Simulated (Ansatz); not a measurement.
Input for Ansatz (development build ahead of 0.2.0):

```yaml
crystal:
  periodic: [false, false, false]
  atoms:
    - { symbol: Fe, position_ang: [0.0, 0.0, 0.0] }
    - { symbol: S, position_ang: [0.0, 0.0, 2.04] }
basis:
  gaussian: { orbitals: pcseg-2 }
magnetization:
  spin_polarized: true
  initial_magnetization: 4
hamiltonian:
  xc: { name: wB97X }
```

The input is written out in the form of the current development build from the run's settings.

Results

- Converged: yes
- Total energy: -1661.92733 hartree
- Spin squared of the determinant: 6.021
- Stability test: minimum

Caution: another spin multiplicity may lie lower.
